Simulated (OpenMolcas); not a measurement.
# Xe⁶⁺: from CASSCF to CASPT2

```json
{
  "Program": "OpenMolcas 26.06",
  "Basis": "ANO-RCC-VTZP [7s6p4d2f1g]",
  "Scalar Hamiltonian": "DKH2, point nucleus",
  "Active space": "2 electrons in 4 orbitals (5s 5p)",
  "State averaging": "2S+1 = 3 even, 3 roots (0 in the spin-orbit step); 2S+1 = 1 even, 1 root; 2S+1 = 3 odd, 3 roots; 2S+1 = 1 odd, 3 roots",
  "Spin-orbit coupling": "RASSI with atomic mean-field integrals over the reference wave functions, term energies averaged over their components"
}
```

Methods on the same reference wave functions:
A. CASSCF
B. SS-CASPT2, IPEA 0.25 Eh, imaginary shift 0.1 Eh (closed shells correlated: 4d)

Energies in cm⁻¹ above 5s² ¹S₀, the measured ground level; measured values from Saloman, J. Phys. Chem. Ref. Data 33, 765 (2004).

```
     Level       A       B  Measured
   5s² ¹S₀     0.0     0.0       0.0
5s 5p ³P°₀   92749   96710     96141
5s 5p ³P°₁   97111  100695    100451
5s 5p ³P°₂  108466  112427    113676
5s 5p ¹P°₁  154169  141236    143259
```

Deviations, from unrounded energies. A percentage is the sum of absolute deviations over the sum of measured energies, with the sign that they share, or ± where signs differ.

```csv
Against measurement,Levels,A,B
mean absolute deviation (cm-1),4,5700,1000
other configurations (%),4,±5.0,±0.9
```

B lies closest to measurement on these levels. The largest miss of B in the table is 5s 5p ¹P°₁, by -2000 cm-1. The ranking rests on the paired levels alone, and a cruder setting can come out closer through cancelling errors.

The lowest spin-free term lies below A's lowest term by 0.418 hartree in B.

Some high roots are left out of the spin-orbit mixing, which shifts the levels that they would mix with. Measured partners are found by configuration, term and J. A level has none where our copy of the source lacks it or the pairing is in doubt (some pairs that miss far off the trend of their configuration count as doubtful), and it then counts in no deviation. Only configurations of the active space appear.

° marks odd parity.
